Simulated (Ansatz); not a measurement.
Input file for Ansatz (a quantum-chemistry and plane-wave program): U-B3LYP/def2-TZVPP on ClGa (SMILES [Cl][Ga]), 2S+1 = 1, a spin state set in the input, which need not be the lowest.

Ansatz 0.2 input:
```yaml
crystal:
  periodic: [false, false, false]
  atoms:
    - {symbol: Cl, position_ang: [-0.00000000, -0.00000000, -1.44595232]}
    - {symbol: Ga, position_ang: [0.00000000, 0.00000000, 0.79294160]}
basis:
  gaussian:
    orbitals: def2-TZVPP
hamiltonian:
  xc: {name: B3LYP}
magnetization: {spin_polarized: true, initial_magnetization: 0}
```

The head of its log:

```
WARN ansatz: RAYON_NUM_THREADS=2 ignored (pool sized by the plan → 2); use --threads N
Functional definition: B3LYP
integrals: 0.03 GiB planned
571 factors; integrals over basis functions are off by at most 1.2e-3 eV
mean field: 0.39 GiB planned
mean field evaluation 1: about -64903.4303 eV, gradient 1.8e1 eV
mean field evaluation 2: about -64900.4416 eV, gradient 3.2e1 eV
```

**Question.** Predict the final total energy.

**Answer.** -2385.2026 hartree.
